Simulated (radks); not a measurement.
Problem. The mean radii <r> (bohr) of the occupied orbitals of an atom or ion are listed with their occupations. Calculated with a radial shooting solver on a logarithmic mesh with Libxc functionals: Dirac Kohn-Sham, relativistic LDA (MacDonald-Vosko exchange, VWN5 correlation), spin-unpolarised, spherical densities, finite nucleus; Fermi nuclear charge, rms radius of each element as measured or else 0.836 A^(1/3) + 0.57 fm.

orbital  occ.      <r>
1s1/2       2  0.03354
2s1/2       2   0.1432
2p1/2       2   0.1215
2p3/2       4   0.1260
3s1/2       2   0.3480

Name the element and its charge. Open shells, if any, fill j = l - 1/2 first.

Solution. Z = 44, ruthenium, charge +32: Ru32+ in [Ne] 3s2. The 1s radius gives Z: for a bare nucleus <r> = (2 gamma + 1)/(2Z) with gamma = sqrt(1 - (Z/c)^2), 0.03289 bohr for Z = 44, and screening makes it slightly larger (0.03354 here). The occupations add up to 12, and the charge is Z minus that.
